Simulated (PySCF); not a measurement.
Gas-phase thermal properties of GaI3

Method: PySCF energies (xtb for GFN2) plus ideal-gas RRHO corrections (1 bar). All species are closed-shell singlets. I: scalar-relativistic def2 core potential, no spin-orbit coupling. Ga: all electrons, no relativistic terms. The harmonic model lacks anharmonicity and excited electronic states, which grow with temperature; levels with a mode under 35 cm⁻¹ are left out. Soft modes under 120 cm⁻¹ make the harmonic entropy rough for GaI3.

| level | point group | σ | ZPE (kJ/mol) | S°298 (J/mol/K) | Cp298 (J/mol/K) | S°1000 (J/mol/K) | H1000 − H298 (kJ/mol) |
|---|---|---|---|---|---|---|---|
| GFN2-xTB | D3h | 6 | 5.9 | 385.9 | 79.7 | 484.9 | 57.6 |
| PBE/def2-SVP | D3h | 6 | 5.4 | 387.6 | 80.3 | 486.9 | 57.7 |
| PBE0/def2-TZVP | D3h | 6 | 5.7 | 385.2 | 80.0 | 484.4 | 57.7 |
σ: rotational symmetry number. Electronic degeneracy used: 1. Frequencies are unscaled.
